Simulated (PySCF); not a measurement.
methane (CH₄), SMILES C. Coordinates come from a PBE-D3(BJ)/def2-TZVPD optimisation.

TDDFT-M06-2X/def2-TZVPD (PySCF) puts the lowest singlet excitations at 10.22, 10.22, 10.22, 12.26, 12.26, 12.26 eV.

Q: What are the lowest excitation roots from ADC(2)/aug-cc-pVDZ in PySCF? (An estimate is asked for; the answer gives what the named calculation found.)

A: 10.42, 10.42, 10.42, 11.67, 11.67, 11.67 eV. S1 differs by 0.20 eV (second minus first; roots are paired by order, and the bases may differ).
